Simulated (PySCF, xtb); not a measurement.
GeH6OSiTe, SMILES O([SiH3])[Te][GeH3].

GFN2-xTB run with xtb at its own geometry gives an orbital gap of 3.04 eV and a dipole moment of 1.57 D.

Coordinates come from a B3LYP-D3(BJ)/def2-SVP optimisation. The def2 effective core potentials stand for the cores of Te; spin–orbit coupling is left out. The values are those of a single conformer.

**Question.** What does PySCF with PBE/def2-TZVP give? (Estimate from the structure and the level; the computed values follow.)

**Answer.** gap 2.18 eV (levels -5.36 and -3.17 eV), dipole 1.52 D.
